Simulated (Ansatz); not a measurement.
Basis-set extrapolation for CH$_{7}$AlSSi, SMILES `[CH3][AlH][S][SiH3]` (PBE0-D4/def2-TZVP geometry, frozen core, Ansatz). Multiplicity 1, RHF reference.

```tsv
	def2-TZVPP	def2-QZVPP
HF	-970.443752	-970.472949
MP2 correlation	-0.563515	-0.606415
CCSD(T) correlation	-0.648724	not run
```

Energies in hartree. Use E(X) = E(∞) + A·exp(−7.88·√X) for Hartree–Fock and E(X) = E(∞) + B·X^(−2.97) for correlation, with X = 3 and 4, and add CCSD(T) minus MP2 of the smaller set to the MP2 limit.

**Question.** What is the CCSD(T) energy at the basis-set limit?

**Answer.** HF limit: -970.472949 + (-0.029197) × 0.13774 = -970.47697. MP2 limit: -0.606415 + (-0.042900) × 0.74074 = -0.63819. Higher-order term: -0.648724 − (-0.563515) = -0.08521. Total: -971.20037 hartree, 283.3 kJ/mol below CCSD(T)/def2-TZVPP.
